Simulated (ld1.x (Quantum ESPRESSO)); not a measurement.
Which change was made? (Te, TM)

ld1.x (Quantum ESPRESSO) 7.5 input, shortened:

```
&input
   title='Te', zed=52., rel=1, dft='PBESOL', iswitch=3,
   config='[Kr] 4d10 5s2 5p4 5d-2'
 /
 &inputp
   pseudotype=2, tm=.true., lloc=-1, rcloc=1.20,
   nlcc=.false.
 /
3
5S  1  0   2.00   0.00  1.55  1.55  0.0
5P  2  1   4.00   0.00  2.30  2.30  0.0
5D  3  2  -2.00  -0.10  2.25  2.25  0.0
 &test
   configts(1)='5s2 5p4'
 /
```

Cutoffs, loose and tight: the cutoffs (Ry, on a coarse ladder) from which the occupation-weighted sum of valence levels, in a spherical-Bessel basis at the reference potential, stays within 10 and 1 mRy of its value at 400 Ry. They do not see the model core or the augmentation charge, which bear on the density cutoff. Test errors are all-electron minus pseudo excitation energies from the reference, over the configurations 5s2 5p3; 5s2 5p2; 5s2 5p1; 5s2 5p4.3; 5s1 5p4; 5s2 5p0; 5s2 5p3.5; variants that change the core or the reference have their own tests.

The base gives: outcome: generated; cutoff, loose: 35 Ry; cutoff, tight: 70 Ry; bound ghosts: s, p; largest test error (meV): -65.

**Question.** After one change the result is: outcome: generated; cutoff, loose: 45 Ry; cutoff, tight: 120 Ry; bound ghosts: s, p; largest test error (meV): -48. Which change was it?
A. all radii scaled by about 0.93 (s 1.44, p 2.14, d 2.10 bohr); local potential all-electron potential smoothed inside 1.12 bohr (lloc = -1)
B. all radii scaled by about 0.84 (s 1.30, p 1.92, d 1.88 bohr); local potential all-electron potential smoothed inside 1.00 bohr (lloc = -1)
C. all radii scaled by about 0.76 (s 1.18, p 1.76, d 1.72 bohr); local potential all-electron potential smoothed inside 0.92 bohr (lloc = -1)

**Answer.** A. The others give: all radii scaled by about 0.76 (s 1.18, p 1.76, d 1.72 bohr); local potential all-electron potential smoothed inside 0.92 bohr (lloc = -1) → outcome: generated; cutoff, loose: 160 Ry; cutoff, tight: 260 Ry; bound ghosts: s, p, d; largest test error (meV): -50 | all radii scaled by about 0.84 (s 1.30, p 1.92, d 1.88 bohr); local potential all-electron potential smoothed inside 1.00 bohr (lloc = -1) → outcome: generated; cutoff, loose: 110 Ry; cutoff, tight: 200 Ry; bound ghosts: s, p, d; largest test error (meV): -29.
